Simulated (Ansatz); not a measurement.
Compare A (`N=C=C[O][AlH2]`) with its isomer B (`[CH3][AlH][N]=C=O`).

Calculated with Ansatz (gas phase, PBE0-D4/def2-TZVP geometries, no zero-point term in ΔE). CCSD(T)/CBS adds triple-zeta CCSD(T) − MP2 to the extrapolated MP2 energy (def2 sets, frozen cores). DFT in def2-TZVPP. B3LYP here is the variant with VWN-RPA as its local correlation; programs differ in this. Each species was taken in one conformer, which may not be the lowest.

A:

```xyz
9

N     1.506   -1.868    0.081
C     1.114   -0.762    0.434
C     0.821    0.488    0.712
O    -0.074    1.243    0.026
Al   -1.494    0.932   -0.854
H     0.996   -2.650    0.497
H     1.317    0.970    1.547
H    -2.065   -0.542   -0.879
H    -2.120    2.188   -1.565
```

B:

```xyz
9

C    -0.704   -0.595   -1.408
Al   -0.576    0.609    0.105
N     0.770    0.379    1.242
C     1.669    0.242    2.016
O     2.548    0.106    2.772
H    -1.619   -0.446   -1.987
H     0.146   -0.452   -2.085
H    -0.670   -1.639   -1.084
H    -1.564    1.797    0.429
```

Task: Which isomer does CCSD(T)/CBS put lower? Give the gap. (Best estimate.)

Result: Computed: B, by 62.1 kcal/mol.

Task: Give E(B) − E(A) in kcal/mol with CCSD/def2-TZVPP, PBE-D4, MP2/def2-TZVPP, BLYP-D4, B3LYP, CCSD(T)/def2-SVP, LDA (SPW92). (Estimate.)

Result: Computed: CCSD/def2-TZVPP -62.6, PBE-D4 -61.9, MP2/def2-TZVPP -67.5, BLYP-D4 -60.0, B3LYP -62.3, CCSD(T)/def2-SVP -64.5, LDA (SPW92) -59.6. None reverses the order clearly.

Task: Does the order hold for the free energy at 298.15 K (harmonic terms from PBE0-D4)? (Estimate.)

Result: The calculation gave: Yes: G(B) − G(A) = -62.2 kcal/mol, for one conformer each. Modes under 60 cm⁻¹, often nearly free rotors, make the harmonic entropy too high.

Largest T1 diagnostic: 0.015.

From r2SCAN to r2SCAN0 (25 % exact exchange), in def2-TZVPP and without D4, E(B) − E(A) moves by −0.7 kcal/mol. Leaving LDA and LC-ωPBE aside and taking each functional with its dispersion term where it has one, the values, not all of them listed here, spread over 6.7 kcal/mol, from PBE-QIDH to BLYP-D4. LDA lies +2.7 kcal/mol from PBE without D4.
